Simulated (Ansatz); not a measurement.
Ansatz results at the PBE0-D4/def2-TZVP geometry: HOMO–LUMO gap (PBE/def2-TZVPP) 6.78 eV; HOMO–LUMO gap (B3LYP/def2-TZVPP) 8.65 eV; ideal-gas entropy at 298 K and 1 bar (rigid rotor, harmonic PBE0-D4/def2-TZVP) 355 J/(mol·K).

Each molecule was computed in one conformer, which needn't be the lowest.

**Question.** Which molecule gave them?
A. `C=CCO[SiH3]`
B. `C=CCO`
C. `OB(O)OB(O)O`
D. `CCOC`

**Answer.** C. The others give `C=CCO[SiH3]`: 5.34, 7.14, 355; `CCOC`: 6.33, 8.16, 302; `C=CCO`: 5.12, 7.13, 291.

B3LYP here is the variant with VWN-RPA as its local correlation; programs differ in this.
